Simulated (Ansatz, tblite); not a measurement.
Forces on the cluster Nb2S2⁺ at its PBE-D4/def2-SVP geometry. Total charge 1; doublet.

In the def2 sets Nb takes a core potential; there is no spin–orbit coupling. The xTB rows come from tblite. The structure comes from a short search, and lower isomers may exist.

GFN1-xTB (tblite), largest force 14.51 eV/Å:

```xyz
4
positions Å, forces eV/Å
Nb   -0.220   -1.179   -0.415   -7.843  -11.119   -5.045
Nb    1.094    0.522    0.378    8.786   10.403    5.002
S    -0.119    0.845   -1.610   -0.424    0.435   -0.231
S    -0.755   -0.188    1.648   -0.519    0.281    0.273
```

GFN2-xTB (tblite), largest force 14.42 eV/Å:

```
Nb -7.065 -11.531 -5.007
Nb 9.395 9.773 4.905
S -0.796 1.477 -1.817
S -1.534 0.281 1.919
```

r2SCAN-D4/def2-TZVP (Ansatz), largest force 0.64 eV/Å:

```
Nb 0.107 0.584 0.200
Nb -0.551 -0.258 -0.184
S 0.151 -0.278 0.345
S 0.293 -0.048 -0.362
```
